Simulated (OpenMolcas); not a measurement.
# B+: terms and fine structure

```yaml
Program: OpenMolcas
Method: CASSCF
Basis: ANO-RCC-VTZP [4s3p2d1f]
Scalar_Hamiltonian: DKH2, point nucleus
Active_space: 2 electrons in 4 orbitals (2s 2p)
State_averaging: 2S+1 = 3 even, 3 roots; 2S+1 = 1 even, 7 roots; 2S+1 = 3 odd, 3 roots; 2S+1 = 1 odd, 3 roots
Spin-orbit_coupling: RASSI with atomic mean-field integrals over the reference wave functions, term energies averaged over their components
```

Spin-free terms above the lowest, with the occupations of the reference:

```json
{"Configuration": "2s²", "Term": "¹S", "E (eV)": "0.0000", "Occupations": "2s 1.83 2p 0.17"}
{"Configuration": "2s 2p", "Term": "³P°", "E (eV)": "4.6780", "Occupations": "2s 1.00 2p 1.00"}
{"Configuration": "2s 2p", "Term": "¹P°", "E (eV)": "10.3372", "Occupations": "2s 1.00 2p 1.00"}
{"Configuration": "2p²", "Term": "³P", "E (eV)": "12.4523", "Occupations": "2p 2.00"}
{"Configuration": "2p²", "Term": "¹D", "E (eV)": "13.9656", "Occupations": "2p 2.00"}
{"Configuration": "2p²", "Term": "¹S", "E (eV)": "17.6560", "Occupations": "2s 0.17 2p 1.83"}
```

With spin-orbit coupling, above the lowest level:

```json
{"Configuration": "2s²", "Term": "¹S", "J": "0", "E (eV)": "0.0000", "Measured (eV)": "0.0000", "Term weight %": "100"}
{"Configuration": "2s 2p", "Term": "³P°", "J": "0", "E (eV)": "4.6762", "Measured (eV)": "4.6290", "Term weight %": "100"}
{"Configuration": "2s 2p", "Term": "³P°", "J": "1", "E (eV)": "4.6771", "Measured (eV)": "4.6298", "Term weight %": "100"}
{"Configuration": "2s 2p", "Term": "³P°", "J": "2", "E (eV)": "4.6789", "Measured (eV)": "4.6318", "Term weight %": "100"}
{"Configuration": "2s 2p", "Term": "¹P°", "J": "1", "E (eV)": "10.3372", "Measured (eV)": "9.1000", "Term weight %": "100"}
{"Configuration": "2p²", "Term": "³P", "J": "0", "E (eV)": "12.4505", "Measured (eV)": "12.2634", "Term weight %": "100"}
{"Configuration": "2p²", "Term": "³P", "J": "1", "E (eV)": "12.4514", "Measured (eV)": "12.2645", "Term weight %": "100"}
{"Configuration": "2p²", "Term": "³P", "J": "2", "E (eV)": "12.4532", "Measured (eV)": "12.2662", "Term weight %": "100"}
{"Configuration": "2p²", "Term": "¹D", "J": "2", "E (eV)": "13.9656", "Measured (eV)": "12.6914", "Term weight %": "100"}
{"Configuration": "2p²", "Term": "¹S", "J": "0", "E (eV)": "17.6560", "Measured (eV)": "15.8280", "Term weight %": "100"}
```

Against the 9 measured excited levels shown (NIST Handbook of Basic Atomic Spectroscopic Data) the mean absolute deviation is 4500 cm-1; the largest miss in energy is 2p² ¹S₀: computed 17.6560, measured 15.8280 eV (+11.5 %).

Without dynamic correlation excited terms often stand tens of per cent too high (terms of higher spin than the ground term too low), and those without a measured partner can miss by more than the paired ones. Measured partners are found by configuration, term and J. A level has none where our copy of the source lacks it or the pairing is in doubt (some pairs that miss far off the trend of their configuration count as doubtful), and it then counts in no deviation. Levels of configurations outside the active space are missing.

The term weight is that of the spin-free term in the level, not the purity of its configuration. ° marks odd parity.
